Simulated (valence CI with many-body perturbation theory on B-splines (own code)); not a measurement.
# As27+: electric-dipole lines

Level of theory: relativistic CI+MBPT: four valence electrons over a frozen Dirac-Fock core [He], radial functions for each j: 11 s, 11 p, 10 d, 8 f, 5 g, 2 h, with the one-electron correlation potential Σ1 (screened to all orders), the two-electron term Σ2, the three-electron term Σ3, Breit, model QED; selected single and double excitations, second order for the rest, scaled by the run's own slope (own B-spline code, finite nucleus).

The last digits are not significant, and no measured levels were compared; by estimate large intervals hold to a few tenths of a per cent, small ones and those within an open d or f shell to about a per cent. Among the levels kept, up to 1000 cm⁻¹ of a level comes from second order outside the variational space, and about a tenth of that is noise between levels of different J, which matters for small intervals.

Lines 1 to 50 of 535 in falling wavelength, among levels below 2003.0 eV, chosen from the strongest by gf and those to the six lowest levels. Wavelengths and rates use the calculated energies. Electric multipoles are in the length gauge, E1 and E2 with the static RPA response of the core. Weak lines are less certain than strong ones. Lines between different terms over intervals too small for the method are left out, as are lines whose strength nearly cancels. Where a level lies close to another of its J and parity, the split of strength between their lines is uncertain. The highest levels of a list are the least certain.

Levels are named by their leading jj configuration (3d3/2^4 stands for four electrons in 3d with j = 3/2), which in mixed levels can hold well under half, so a name can repeat and another be missing. Letters in brackets count levels of one name in rising energy.

```csv
λ vac (Å),Upper,Lower,A (s⁻¹),S (a.u.)
463.9,(2p1/2 2p3/2^2 3p1/2) J=1 [a],(2p1/2 2p3/2^2 3s) J=2 [a],9.02e+08,1.33e-01
441.4,(2p1/2 2p3/2^2 3p1/2) J=3,(2p1/2 2p3/2^2 3s) J=3,6.43e+08,1.91e-01
408.3,(2s 2p1/2 2p3/2 3p1/2) J=2 [c],(2s 2p1/2 2p3/2 3s) J=1 [b],8.34e+08,1.40e-01
400.7,(2p1/2 2p3/2^2 3p1/2) J=2 [a],(2p1/2 2p3/2^2 3s) J=2 [a],8.19e+08,1.30e-01
398.7,(2p1/2^2 2p3/2 3d5/2) J=4,(2p1/2^2 2p3/2 3p3/2) J=3,9.80e+08,2.76e-01
389.5,(2s 2p3/2^2 3p1/2) J=3,(2s 2p3/2^2 3s) J=2 [a],1.51e+09,3.09e-01
387.2,(2s 2p1/2 2p3/2 3d3/2) J=4,(2s 2p1/2 2p3/2 3p3/2) J=4,5.61e+08,1.45e-01
384.2,(2p1/2^2 2p3/2 3p1/2) J=2,(2p1/2^2 2p3/2 3s) J=2,7.97e+08,1.12e-01
379.8,(2s 2p1/2 2p3/2 3d5/2) J=5,(2s 2p1/2 2p3/2 3p3/2) J=4,1.77e+09,5.27e-01
374.8,(2p1/2 2p3/2^2 3d5/2) J=3,(2p1/2 2p3/2^2 3p3/2) J=2 [a],1.52e+09,2.76e-01
373.8,(2s 2p3/2^2 3d5/2) J=4 [a],(2s 2p3/2^2 3p3/2) J=3 [a],1.27e+09,2.94e-01
370.5,(2s 2p3/2^2 3d5/2) J=4 [a],(2s 2p3/2^2 3p3/2) J=4,4.90e+08,1.11e-01
368.0,(2s 2p1/2 2p3/2 3d5/2) J=4 [a],(2s 2p1/2 2p3/2 3p3/2) J=3 [a],1.87e+09,4.14e-01
367.4,(2s 2p3/2^2 3d5/2) J=3 [a],(2s 2p3/2^2 3p3/2) J=2 [a],1.02e+09,1.75e-01
366.1,(2s 2p1/2 2p3/2 3d5/2) J=3 [e],(2s 2p1/2 2p3/2 3p3/2) J=2 [d],1.30e+09,2.20e-01
365.1,(2s 2p3/2^2 3d5/2) J=5,(2s 2p3/2^2 3p3/2) J=4,2.04e+09,5.38e-01
364.6,(2s 2p1/2 2p3/2 3p1/2) J=3,(2s 2p1/2 2p3/2 3s) J=3,1.49e+09,2.49e-01
362.0,(2p1/2 2p3/2^2 3p3/2) J=2 [a],(2p1/2 2p3/2^2 3s) J=1 [a],1.30e+09,1.53e-01
361.2,(2s 2p1/2 2p3/2 3d5/2) J=2 [b],(2s 2p1/2 2p3/2 3p3/2) J=1 [c],9.36e+08,1.09e-01
356.5,(2p1/2^2 2p3/2 3d5/2) J=4,(2s 2p3/2^2 3d5/2) J=3 [c],8.72e+08,1.75e-01
356.4,(2p1/2 2p3/2^2 3p3/2) J=3 [b],(2p1/2 2p3/2^2 3s) J=2 [b],1.58e+09,2.47e-01
354.4,(2s 2p1/2^2 3d5/2) J=3,(2s 2p1/2^2 3p3/2) J=2,2.02e+09,3.10e-01
349.9,(2s 2p3/2^2 3d5/2) J=4 [b],(2s 2p3/2^2 3p3/2) J=3 [b],2.03e+09,3.86e-01
349.0,(2s 2p3/2^2 3d3/2) J=3 [b],(2s 2p3/2^2 3p3/2) J=2 [c],1.62e+09,2.38e-01
347.3,(2s 2p3/2^2 3d3/2) J=3 [a],(2s 2p3/2^2 3p3/2) J=3 [a],8.36e+08,1.21e-01
347.2,(2s 2p1/2 2p3/2 3d5/2) J=3 [d],(2s 2p1/2 2p3/2 3p3/2) J=2 [c],1.73e+09,2.50e-01
345.2,(2p1/2^2 2p3/2 3d5/2) J=2,(2p1/2^2 2p3/2 3p3/2) J=1,1.38e+09,1.40e-01
345.1,(2s 2p1/2 2p3/2 3d5/2) J=4 [c],(2s 2p1/2 2p3/2 3p3/2) J=3 [c],2.31e+09,4.22e-01
344.7,(2s^2 2p3/2 3d5/2) J=4,(2s^2 2p3/2 3p3/2) J=3,2.16e+09,3.92e-01
339.8,(2s 2p1/2^2 3p3/2) J=1,(2s 2p1/2^2 3s) J=0,1.77e+09,1.03e-01
339.4,(2s 2p1/2 2p3/2 3p1/2) J=2 [a],(2s 2p1/2 2p3/2 3s) J=2 [a],1.79e+09,1.73e-01
339.1,(2s 2p3/2^2 3d5/2) J=2 [c],(2s 2p3/2^2 3p3/2) J=1 [c],1.57e+09,1.51e-01
332.8,(2s^2 2p1/2 3d5/2) J=3,(2s^2 2p1/2 3p3/2) J=2,2.42e+09,3.08e-01
332.5,(2s 2p3/2^2 3p1/2) J=2 [a],(2s 2p3/2^2 3s) J=3,1.71e+09,1.55e-01
332.5,(2p1/2^2 2p3/2 3p3/2) J=3,(2s 2p3/2^2 3p3/2) J=2 [b],2.04e+09,2.59e-01
331.6,(2s 2p1/2 2p3/2 3p3/2) J=2 [b],(2s 2p1/2 2p3/2 3s) J=2 [b],2.30e+09,2.07e-01
330.2,(2s 2p1/2 2p3/2 3d5/2) J=2 [c],(2s 2p1/2 2p3/2 3p3/2) J=1 [d],1.44e+09,1.28e-01
329.1,(2s 2p1/2 2p3/2 3d3/2) J=2 [b],(2s 2p1/2 2p3/2 3p1/2) J=2 [b],1.45e+09,1.28e-01
328.0,(2s 2p1/2 2p3/2 3d5/2) J=3 [a],(2s 2p1/2 2p3/2 3p3/2) J=2 [a],1.43e+09,1.75e-01
326.8,(2p1/2^2 2p3/2 3d5/2) J=3,(2p1/2^2 2p3/2 3p3/2) J=2,2.59e+09,3.12e-01
326.4,(2p1/2 2p3/2^2 3p1/2) J=3,(2p1/2 2p3/2^2 3s) J=2 [a],1.38e+09,1.66e-01
326.0,(2s^2 2p3/2 3p1/2) J=2,(2s^2 2p3/2 3s) J=2,2.20e+09,1.88e-01
325.1,(2s 2p3/2^2 3d5/2) J=2 [a],(2s 2p3/2^2 3p3/2) J=2 [a],1.28e+09,1.09e-01
323.0,(2s 2p3/2^2 3d5/2) J=3 [b],(2s 2p3/2^2 3p1/2) J=2 [b],1.96e+09,2.29e-01
321.4,(2s^2 2p1/2 3d5/2) J=2,(2s^2 2p1/2 3p3/2) J=1,2.37e+09,1.94e-01
320.6,(2p1/2 2p3/2^2 3p3/2) J=2 [a],(2p1/2 2p3/2^2 3s) J=2 [a],1.41e+09,1.15e-01
319.0,(2p1/2 2p3/2^2 3p3/2) J=3 [b],(2p1/2 2p3/2^2 3s) J=3,1.46e+09,1.64e-01
318.3,(2s 2p3/2^2 3p3/2) J=3 [b],(2s 2p3/2^2 3s) J=2 [c],1.44e+09,1.60e-01
317.8,(2s 2p1/2 2p3/2 3d3/2) J=1 [b],(2s 2p1/2 2p3/2 3p1/2) J=2 [b],2.20e+09,1.05e-01
317.5,(2s 2p1/2 2p3/2 3p3/2) J=2 [a],(2s 2p1/2 2p3/2 3s) J=1 [a],2.28e+09,1.80e-01
```
